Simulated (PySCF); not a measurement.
## Two-dimensional NMR puzzle

Compound of formula C₈H₉BO₂. Correlations simulated from computed shifts and couplings:

HSQC (one-bond C–H):
```csv
δH,δC,"1J(C,H) (Hz)"
7.87,160.4,164
7.07,145.2,163
6.76,129.6,168
5.97,109.1,159
3.72,54.7,151
```

COSY cross peaks (|J| ≥ 2 Hz):
```csv
δH,δH,abs. J (Hz),bonds
7.87,6.76,9.4,3
7.07,6.76,11.9,3
7.07,5.97,11.1,3
```

HMBC (two and three bonds, |J| ≥ 2.5 Hz):
```csv
δH,δC [abs. J in Hz]
7.87,"185.3 [12.7], 154.1 [2.7], 145.2 [11.5]"
7.07,"176.9 [11.9], 160.4 [11.6]"
6.99,"185.3 [3.4], 160.4 [7.5], 154.1 [4.2]"
6.76,"154.1 [7.9], 109.1 [11.7]"
5.97,"185.3 [8.3], 176.9 [4.2], 129.6 [10.0]"
3.72,176.9 [3.9]
```

Carbons without hydrogens: δ 185.3, 176.9, 154.1.

- geometry: PBE0-D3(BJ)/def2-SVP
- σ from GIAO-PBE0/pcSseg-1
- J couplings at B3LYP/pcJ-1 (spin–dipole term only in couplings to heteroatoms)
- program: PySCF 2.14.0 with density-fitted response routines
- relativity neglected, no solvent model, equivalent nuclei averaged, one conformer

Scale: TMS for 1H (σref 31.27), 13C (σref 184.41) (reference shieldings calculated alike).

Exchangeable hydrogens are left out of these lists, and C,H couplings along chains are those of one rotamer, so weak HMBC peaks may be missing or extra.

Assemble the structure.

## Answers

`COC1=CC=CC=C(B)C1=O`.

Atom-mapped SMILES (the numbers label the heavy atoms): `[BH2:1][c:2]1[cH:3][cH:4][cH:5][cH:6][c:7]([O:8][CH3:9])[c:10]1=[O:11]`. Each H is labelled by its parent atom.

δC 185.3 is C10, a ring carbonyl carbon. δC 176.9 is C7, a unsaturated ring carbon. δC 160.4 is C3, a unsaturated ring CH (δH 7.87). δC 154.1 is C2, a unsaturated ring carbon. δC 145.2 is C5, a unsaturated ring CH (δH 7.07). δC 129.6 is C4, a unsaturated ring CH (δH 6.76). δC 109.1 is C6, a unsaturated ring CH (δH 5.97). δC 54.7 is C9, a methyl carbon bonded to O (δH 3.72). HMBC from δH 7.87 reaches the proton-free carbons C10, C2. HMBC from δH 7.07 reaches the proton-free carbon C7. HMBC from δH 6.99 reaches the proton-free carbons C10, C2. HMBC from δH 6.76 reaches the proton-free carbon C2. COSY links 7.87–6.76, 7.07–6.76, 7.07–5.97.

The shifts were computed for this structure.

Hydrogens on boron are broadened and split by 11B (spin 3/2, 80 %) and 10B (spin 3). A carbon bonded to boron is broadened by the quadrupolar boron nucleus and is often missing from a measured spectrum. Unscaled 3J(H,H) at this level run about 10 % above measured values. Shifts are as computed. Against solution values, carbons near 30 ppm lie about +2 ppm off and those near 130 ppm about +5 ppm (rms about the fit 1.9 ppm; single classes can miss by 10 ppm). Of 1328 compounds with measured shifts, 309 miss one by over three times the rms of a fit or turn the order of signals round; such compounds aren't used in these exercises. Signals without a measured value on file couldn't be tested in this way; 1H shifts scatter by 0.2 ppm about their fit, and single ones miss by 0.5 ppm.
